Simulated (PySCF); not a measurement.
From computed data to an observable: chemical shift, span and skew from a shielding tensor

SeF2, SMILES F[Se]F. Atoms are numbered in the order given.

```xyz
3

Se     0.0000     0.0000     0.3999
F      0.0000     1.2902    -0.7553
F      0.0000    -1.2902    -0.7553
```

Geometry optimised at ωB97X-D3(BJ)/def2-TZVP.

GIAO shieldings from PBE0/pcSseg-2 (PySCF), non-relativistic, no solvent. The symmetric part of the tensor of Se1 has the principal values -4435.8, -1647.1, 558.0 ppm. The same nucleus in Me2Se has σ = 1739.2 ppm at this level (PySCF, at its B3LYP-D3(BJ)/def2-TZVP geometry).

**Question.** Work out the isotropic shielding, the ⁷⁷Se shift against Me2Se, the span and the skew.

**Answer.** 
σ(iso) = (σ11 + σ22 + σ33)/3 = -1841.6 ppm. δ = σ(ref) − σ(iso) = 1739.2 − (-1841.6) = 3580.8 ppm.
Span Ω = σ33 − σ11 = 4993.8 ppm. Skew κ = 3(σ(iso) − σ22)/Ω = -0.12. Tumbling in solution averages the tensor to δ; in a static solid the shielding alone would spread this spin-1/2 line over Ω.
